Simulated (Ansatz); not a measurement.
Cost and result for the atomization energy of C₄H₇Al (`C[C]1([AlH2])C=C1`) (12 atoms, 12 bonds).

Z-matrix (Å, degrees):
```
C
C 1 1.520
H 1 1.095 2 111.6
H 1 1.095 2 111.6 3 119.4
H 1 1.096 2 111.2 3 -120.3
Al 2 1.951 1 119.8 3 -59.7
C 2 1.532 1 117.2 3 92.3
C 2 1.532 1 117.2 3 148.4
H 6 1.591 2 117.9 1 179.5
H 6 1.595 2 122.2 1 -0.5
H 7 1.077 2 144.4 1 -73.8
H 8 1.077 2 144.4 1 73.8
```

Total charge 0; spin multiplicity 1. Geometry: relaxed with PBE0-D4/def2-TZVP. Program: Ansatz. All runs use 4 threads of an Arm Neoverse V1 on a shared host. Times are those of one run each, without the atoms' runs, and a repeat can differ threefold. Electronic energies, without spin–orbit coupling; frozen cores. CCSD(T)/CBS adds CCSD(T) − MP2 in def2-TZVPP to the MP2 limit, and its time is that of the two runs behind it. T1 = 0.010. B3LYP takes the VWN-RPA correlation (the form of Gaussian; ORCA's B3LYP/G).

CCSD(T)/CBS is a level of theory with its own doubt, some kJ/mol a heavy atom from the limit and from the frozen cores, so smaller differences don't rank the functionals.

```csv
level,functions,wall time
PBE0-D4/def2-TZVPP,264,3 s
PBE-D4/def2-TZVPP (with forces),264,3.1 s
B3LYP-D4/def2-TZVPP (with forces),264,4.9 s
r2SCAN-D4/def2-TZVPP (with forces),264,5.5 s
B2PLYP/def2-TZVPP,264,6 s
ωB97X-V/def2-TZVPP,264,8.5 s
ωB97M-V/def2-TZVPP (with forces),264,13 s
MP2/def2-QZVPP,508,33 s
CCSD(T)/def2-TZVPP,264,2.3 min
CCSD(T)/CBS(def2),–,2.9 min
```

Q: What atomization energy does each give, and how far from CCSD(T)/CBS? (An estimate is asked.)

A: Computed: 
```csv
level,atomization (kJ/mol),difference from CCSD(T)/CBS,per bond
PBE0-D4/def2-TZVPP,4530.7,40.5,3.4
PBE-D4/def2-TZVPP (with forces),4598.6,108.4,9.0
B3LYP-D4/def2-TZVPP (with forces),4493.1,2.9,0.2
r2SCAN-D4/def2-TZVPP (with forces),4513.2,23.0,1.9
B2PLYP/def2-TZVPP,4448.6,-41.6,-3.5
ωB97X-V/def2-TZVPP,4506.1,15.9,1.3
ωB97M-V/def2-TZVPP (with forces),4509.9,19.7,1.6
MP2/def2-QZVPP,4521.7,31.5,2.6
CCSD(T)/def2-TZVPP,4382.7,-107.5,-9.0
CCSD(T)/CBS(def2),4490.2,0.0,0.0
```

The D4 term adds +39.3 kJ/mol with B3LYP and +20.7 kJ/mol with PBE0; it sums over pairs of atoms, weighted by their polarisabilities, and B3LYP, whose exchange is more repulsive, gets the larger term. In def2-TZVPP, CCSD(T) changes the Hartree–Fock value by +1073.8 kJ/mol (the triples alone add +69.9 kJ/mol) and MP2 by +1149.3 kJ/mol; breaking electron pairs costs correlation energy, which Hartree–Fock lacks. From PBE to PBE0 (25 % exact exchange), in def2-TZVPP and without D4, the atomization energy moves by −64.0 kJ/mol: exact exchange takes away binding that semilocal exchange gives to molecules.
